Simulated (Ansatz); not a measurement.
Consider the substitution at a C–C bond: `CC(F)OCF` + `[F][Mg][SH]` → `C[S][Mg][F]` + `FCOCF`.

Computed with Ansatz on PBE0-D4/def2-TZVP structures; ΔE is electronic, products minus reactants. CBS: MP2 limit from def2 TZ/QZ plus the TZ coupled-cluster correction, frozen cores. Functionals use def2-TZVPP. For Mg outer-core shells are correlated without core-valence functions, which leaves a few kJ/mol of doubt a bond. One conformer a species, not always the lowest.

`CC(F)OCF`:

Z-matrix (Å, degrees):
```
C
C 1 1.497
H 1 1.090 2 109.8
H 1 1.090 2 109.9 3 -120.1
H 1 1.091 2 109.5 3 119.7
F 2 1.385 1 109.6 3 177.8
O 2 1.390 1 108.9 3 -63.4
H 2 1.095 1 113.0 3 59.9
C 7 1.378 2 114.9 1 169.2
F 9 1.377 7 110.5 2 -75.2
H 9 1.090 7 107.1 2 167.3
H 9 1.094 7 112.0 2 44.3
```

`[F][Mg][SH]`:

```xyz
4

F    -1.703   -0.561   -1.729
Mg   -0.422   -0.372   -0.553
S     1.255   -0.155    0.971
H     0.870    1.088    1.311
```

`C[S][Mg][F]`:

```xyz
7

C     0.319   -1.070    0.438
S    -1.261   -0.157    0.338
Mg   -0.693    1.787   -0.699
F    -0.256    3.284   -1.497
H     1.060   -0.540    1.037
H     0.102   -2.018    0.930
H     0.729   -1.286   -0.548
```

`FCOCF`:

Z-matrix (Å, degrees):
```
C
O 1 1.381
F 1 1.375 2 110.4
H 1 1.090 2 107.0 3 117.6
H 1 1.094 2 111.9 3 -119.5
C 2 1.381 1 114.8 3 74.0
F 6 1.375 2 110.4 1 74.0
H 6 1.094 2 111.9 1 -45.5
H 6 1.090 2 107.0 1 -168.4
```

```
             level  ΔE (kcal/mol)  difference from CCSD(T)/CBS
         revPBE-D4           12.3                         -2.0
           BLYP-D4           12.5                         -1.8
            B97M-V           15.6                          1.3
      CAM-B3LYP-D4           14.8                          0.5
           LC-ωPBE           14.5                          0.2
     CCSD/def2-SVP           17.2                          2.9
  CCSD(T)/def2-SVP           17.2                          2.9
CCSD(T)/def2-TZVPP           14.6                          0.3
    MP2/def2-QZVPP           14.1                         -0.2
      HF/CBS(def2)           14.4                          0.1
       CCSD(T)/CBS           14.3                            0
```

**Question.** What do rigid-rotor, harmonic-oscillator terms from PBE0-D4/def2-TZVP frequencies (298.15 K, 1 bar) make of the CCSD(T)/CBS value? (Estimate.)

**Answer.** The calculation gave: ΔZPE = +1.7 kcal/mol, ΔH = +16.1 kcal/mol, ΔS = 13 J/(mol·K), ΔG = +15.2 kcal/mol.

Largest T1 diagnostic among the species: 0.012.

From BLYP to BHLYP (50 % exact exchange), in def2-TZVPP and without D4, ΔE moves by +1.9 kcal/mol. At CCSD(T), def2-SVP lies +2.9 kcal/mol from the extrapolated value and def2-TZVPP +0.3 kcal/mol.
